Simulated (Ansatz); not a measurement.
CH4GeOS, SMILES `C[S][Ge][OH]`. Charge 0, multiplicity 1.

```xyz
8

C     0.1616    0.6146   -0.8651
S     1.5276    0.3860    0.3015
Ge    0.7537   -0.9549    1.9393
O    -0.9256   -1.2476    1.4023
H    -0.1451   -0.3343   -1.3080
H     0.5220    1.2615   -1.6642
H    -0.6893    1.1042   -0.3887
H    -1.2049   -0.8295    0.5829
```

Task: List the harmonic frequencies (cm⁻¹, unscaled) at PBE0-D4/def2-TZVP in Ansatz. (Estimate.)

Result: Computed: 105, 147, 179, 250, 367, 417, 680, 733, 811, 956, 958, 1337, 1475, 1477, 3054, 3139, 3154, 3861.

Task: Is this a minimum?

Result: Yes, all 18 modes are real.

Task: Give the ideal-gas thermochemistry at 298.15 K and 1 bar (rigid rotor, harmonic oscillator; point group Cs, symmetry number 1).

Result: Zero-point energy 138.2 kJ/mol; H(298) − E = 157.3 kJ/mol; entropy 337.5 J/(mol·K), of which translation 170.2, rotation 112.1, vibration 55.2; G(298) − E = 56.7 kJ/mol.

Task: And at 400, 500, 600, 800 and 1000 K?

Result: 
| T (K) | H − E (kJ/mol) | S (J/mol/K) | G − E (kJ/mol) |
| --- | --- | --- | --- |
| 400 | 167.3 | 366.2 | 20.8 |
| 500 | 178.2 | 390.7 | -17.1 |
| 600 | 190.1 | 412.3 | -57.3 |
| 800 | 216.0 | 449.4 | -143.6 |
| 1000 | 243.9 | 480.5 | -236.6 |

Task: Rotational constants (cm⁻¹)?

Result: 0.216, 0.08332, 0.06083.
